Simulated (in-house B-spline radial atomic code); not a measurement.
## One electron outside the [Ar] 3d10 core: Bi LV (Bi54+)

Computed with an all-electron radial atomic-structure program (B-spline basis), no-pair Dirac-Coulomb Hamiltonian, finite nucleus. Rungs: frozen-core Dirac-Hartree-Fock (DHF); Brueckner orbitals from the second-order correlation potential; the same with the Coulomb interaction screened by the core and the hole-particle interaction summed; Breit and QED terms from differences of relaxed Dirac-Fock atoms, where computed. Partial waves beyond l = 6 are extrapolated. The tables show a selection of states; those near core-excited levels, with erratic corrections or far from their DHF start are never shown.

Removal energies (eV):

```tsv
state	DHF	second order	screened	Breit + QED	final
4s1/2	3406.95	3409.03	3408.94	-5.41	3403.53
4p1/2	3285.67	3287.91	3287.82	-5.03	3282.79
4p3/2	3097.97	3099.82	3099.75	-3.07	3096.68
4d3/2	2915.92	2918.11	2918.02	-2.12	2915.9
4d5/2	2876	2878.03	2877.96	-1.42	2876.53
4f5/2	2683.82	2685.87	2685.82	-	-
4f7/2	2672.41	2674.34	2674.29	-	-
5s1/2	2050.01	2051.1	2051.04	-2.48	2048.56
5p1/2	1990.74	1991.93	1991.85	-2.32	1989.53
5p3/2	1901.85	1902.89	1902.83	-1.44	1901.39
5d3/2	1814.46	?	?	?	?
5d5/2	1794.95	?	?	?	?
5f5/2	1709.17	1710.06	1710.02	-	-
5f7/2	1702.77	1703.61	1703.57	-	-
5g7/2	1657.2	1658.03	1658.01	-	-
5g9/2	1654.51	1655.32	1655.31	-	-
```

Problem. What does correlation do to 5d3/2?

Solution. It adds 1.137 eV to the removal energy in second order and 1.074 eV with screening; Breit and QED add -1.01 eV, for a final 1814.52 eV.

Problem. What does correlation do to 5d5/2?

Solution. It adds 1.05 eV to the removal energy in second order and 0.9937 eV with screening; Breit and QED add -0.652 eV, for a final 1795.29 eV.

Problem. How does the lowest state compare with the NIST ionisation energy?

Solution. 4s1/2 is bound by 3403.5 eV, without recoil; NIST lists 3401.8 ± 2.4 eV (semi-empirical), a difference of +1.7 eV.

Electric-dipole lines from 4s1/2 (reduced matrix elements in atomic units, length form, static core polarisation, sign of DHF taken positive):

```tsv
upper	DHF	+ core polarisation	+ Brueckner	λ (nm)	A (s⁻¹)
4p1/2	0.2676	0.26	0.2599	10.269	6.32e+10
4p3/2	0.3891	0.3785	0.3783	4.0406	1.1e+12
```

Magnetic hyperfine constants per unit nuclear g factor (MHz, nucleus as a uniformly magnetised ball; they apply to isotopes with nuclear spin):

```tsv
state	DHF	+ core polarisation	+ Brueckner
4s1/2	3.077e+06	3.169e+06	3.177e+06
4p1/2	1.029e+06	1.062e+06	1.065e+06
4p3/2	96000	98490	98790
5s1/2	1.437e+06	1.475e+06	1.477e+06
5p1/2	486100	499600	500400
5p3/2	46210	46860	46950
```
